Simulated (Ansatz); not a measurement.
Reactions of CCl3NOSn (`O=C=[N][Sn]([Cl])([Cl])[Cl]`).

Calculated with Ansatz (gas phase, PBE0-D4/def2-TZVP geometries, no zero-point term in ΔE). CBS: MP2 limit from def2 TZ/QZ plus the TZ coupled-cluster correction, frozen cores. This one scheme is used for every species, atoms too. For atomizations the MP2-based limit and the directly extrapolated one differ by several kJ/mol either way, and by 10 to 25 for some Ge, Se and Sn compounds, so smaller differences from it don't rank the levels. Open shells (•) are unrestricted, without spin–orbit coupling. Spin–orbit coupling would lower the free atoms: a little for C, Cl, O; strongly for Sn. Elements past krypton have def2 core potentials. For I, Se, Sn outer-core shells are correlated without core-valence functions, so the limit isn't a true one: a few kJ/mol of doubt a bond, and 10 to 20 or more in all where bonds break to atoms. Scalar relativity is left out up to krypton. Each species was taken in one conformer, which may not be the lowest.

Question: Order these by ΔE at CCSD(T)/CBS, lowest first. (Estimate.)
A. `O=C=[N][Sn]([Cl])([Cl])[Cl]` + HI → `[Cl][Sn]([Cl])([Cl])[I]` + `N=C=O`
B. `O=C=[N][Sn]([Cl])([Cl])[Cl]` + CH₄ → `[CH3][Sn]([Cl])([Cl])[Cl]` + `N=C=O`
C. `O=C=[N][Sn]([Cl])([Cl])[Cl]` → C• + 3 Cl• + N• + O• + Sn•
D. `O=C=[N][Sn]([Cl])([Cl])[Cl]` + `OCC(F)(F)F` → `FC(F)(F)C[O][Sn]([Cl])([Cl])[Cl]` + `N=C=O`
E. `O=C=[N][Sn]([Cl])([Cl])[Cl]` + H₂Se → `[Cl][Sn]([Cl])([Cl])[SeH]` + `N=C=O`
F. `O=C=[N][Sn]([Cl])([Cl])[Cl]` → `[N]=C=O`• + `[Cl][Sn]([Cl])[Cl]`•
G. `O=C=[N][Sn]([Cl])([Cl])[Cl]` + `C#CB(F)F` → `C#[C][Sn]([Cl])([Cl])[Cl]` + `O=C=NB(F)F`

Answer: A (-17.1 kcal/mol), E (-10.9 kcal/mol), G (-6.9 kcal/mol), D (+5.5 kcal/mol), B (+8.1 kcal/mol), F (+88.3 kcal/mol), C (+635.5 kcal/mol).

Largest T1 diagnostic: 0.026, for `[N]=C=O`•, so its coupled-cluster energy is less sure.
